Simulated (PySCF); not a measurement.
# NMR data sheet: C$_{3}$H$_{6}$F$_{4}$OSi

- Formula: C3H6F4OSi
- SMILES: CO[SiH2][C@@H](F)C(F)(F)F
- Point group of the computed structure: C1
- Degrees of unsaturation: 0
- Carbon signals: 3
- Proton signals: 4

Numbering as in the mapped SMILES `[CH3:1][O:2][SiH2:3][C@@H:4]([F:5])[C:6]([F:7])([F:8])[F:9]` (H(Xn): hydrogen on atom n). Ha(Si3) is pro-R; Hb(Si3) is pro-S.

[PySCF: structure optimised with GFN2-xTB; NMR shieldings at PBE0/pcSseg-1/GIAO; averaged over atoms made equivalent by symmetry, fast rotation or ring inversion; single conformer; no relativistic terms; gas phase]

Chemical shifts δ = σref − σ; $^{1}$H, $^{13}$C, $^{29}$Si vs TMS; $^{19}$F against CFCl3; H2O for $^{17}$O, all at this level.

```tsv
carbon	δC, type	δH (multiplicity)	HMBC from (2–3 bonds)	span of the C tensor (ppm)
C1	55.1, CH3	3.98 (s)	Ha(Si3), Hb(Si3)	80
C4	91.8, CH	5.08 (m)	Ha(Si3), Hb(Si3)	72
C6	133.4, C	–	Ha(Si3), H(C4), Hb(Si3)	13
```

Other nuclei:
```json
{"atoms": "Ha(Si3)", "nucleus": "$^{1}$H", "environment": "hydrogen on a silicon bonded to C, O", "δ (ppm)": "5.22", "σ (ppm)": "26.50"}
{"atoms": "Hb(Si3)", "nucleus": "$^{1}$H", "environment": "hydrogen on a silicon bonded to C, O", "δ (ppm)": "4.86", "σ (ppm)": "26.85"}
{"atoms": "F7/F8/F9", "nucleus": "$^{19}$F", "environment": "fluorine of a CF3 group", "δ (ppm)": "-85.8", "σ (ppm)": "256.7"}
{"atoms": "F5", "nucleus": "$^{19}$F", "environment": "fluorine on an sp3 carbon", "δ (ppm)": "-271.6", "σ (ppm)": "442.5"}
{"atoms": "Si3", "nucleus": "$^{29}$Si", "environment": "silicon bonded to C, O, 2 H", "δ (ppm)": "-28.8", "σ (ppm)": "378.0"}
{"atoms": "O2", "nucleus": "$^{17}$O", "environment": "oxygen bonded to C, Si", "δ (ppm)": "-3.3", "σ (ppm)": "339.4"}
```

- Carbon types of the structure: 1 × C, 1 × CH, 1 × CH3, leaving 2 H on heteroatoms.
- δC 133.4: CF3 carbon; 3 electronegative neighbours deshield it.
- δC 91.8: sp3 CH bonded to F and Si; deshielded by the electronegative neighbour.
- δC 55.1: methyl carbon bonded to O; pulled downfield by the heteroatom.
- δH 5.08: hydrogen on an sp3 CH bonded to F and Si; its carbon carries F, which withdraws density.
- δH 3.98: hydrogen on a methyl carbon bonded to O; its carbon carries O, an electronegative neighbour.

Splittings by $^{19}$F in the carbon and heteronuclear signals aren't shown, as no couplings were computed. Shifts are as computed. Against solution values, carbons near 30 ppm lie about +3 ppm off and those near 130 ppm about +5 ppm. Of 1211 compounds with measured shifts, 218 miss one by over three times the rms of a fit or turn the order of signals round; such compounds aren't used in these exercises. Unscaled 19F shifts against computed CFCl3 carry errors that often reach 10 to 50 ppm. Experimental scales use liquid or dissolved standards, which lie at an offset from isolated H2O (liquid H2O: subtract about 36 ppm). No couplings were computed; multiplicities are counted from neighbouring protons, with m where these are inequivalent, close in shift, in a saturated or five-membered ring or joined by F or P, and br s for small geminal =CH2 splittings.
